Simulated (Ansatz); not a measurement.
`F[CH](F)[InH2]` + H₂ → `F[CH2][InH2]` + H–F at 700 K and 1 bar (hydrogenolysis of a C–F bond).

Gas-phase electronic energies from Ansatz, PBE0-D4/def2-TZVP geometries. CCSD(T)/CBS adds triple-zeta CCSD(T) − MP2 to the extrapolated MP2 energy (def2 sets, frozen cores). This one scheme is used for every species. Elements past krypton have def2 core potentials. For In outer-core shells are correlated without core-valence functions, which leaves a few kJ/mol of doubt a bond.

```
         species  CCSD(T)/CBS energy (Eh)  H − E (kJ/mol)  S (J/(mol·K))
`F[CH](F)[InH2]`               -429.19417           147.9          434.7
              H₂                 -1.17544            46.8          155.3
  `F[CH2][InH2]`               -330.00580           161.4          396.1
             H–F               -100.39570            45.2          198.5
```

H − E and S are ideal-gas, rigid-rotor, harmonic terms from PBE0-D4/def2-TZVP. For small species the MP2-based limit differs from directly extrapolated CCSD(T) by up to some mEh (0.8 for H₂); such offsets cancel only in part. 1 Eh = 2625.50 kJ/mol, R = 8.31446 J/(mol·K).

Task: By hand: ΔE, ΔH, ΔS and ΔG.

Result: ΔE = (-330.00580) + (-100.39570) − (-429.19417) − (-1.17544) = -0.03189 Eh = -83.7 kJ/mol. Δ(H − E) = 161.4 + 45.2 − 147.9 − 46.8 = 11.9, so ΔH = -71.8 kJ/mol. ΔS = 396.1 + 198.5 − 434.7 − 155.3 = 4.6 J/(mol·K). ΔG = -71.8 − 700 × (4.6)/1000 = -75.0 kJ/mol.

Task: By hand: the equilibrium constant, and the temperature at which ΔG would vanish if ΔH and ΔS stayed fixed.

Result: log₁₀ K = −ΔG/(RT ln 10) = 5.6. ΔH and −TΔS have one sign here, so there is no such temperature.

The number of gas molecules stays the same, so ΔS is small and ΔH decides. A doubt of 5 kJ/mol in ΔE shifts log₁₀ K by 0.4 here. Modes under 60 cm⁻¹, often nearly free rotors, make the harmonic entropy too high. These are equilibria of isolated gas molecules and say nothing of rates. Largest T1 diagnostic: 0.014 (customary marks: 0.02 for closed shells, 0.045 for open ones).

ΔS is within the doubt of such terms, so its sign, and with it that verdict, could turn.
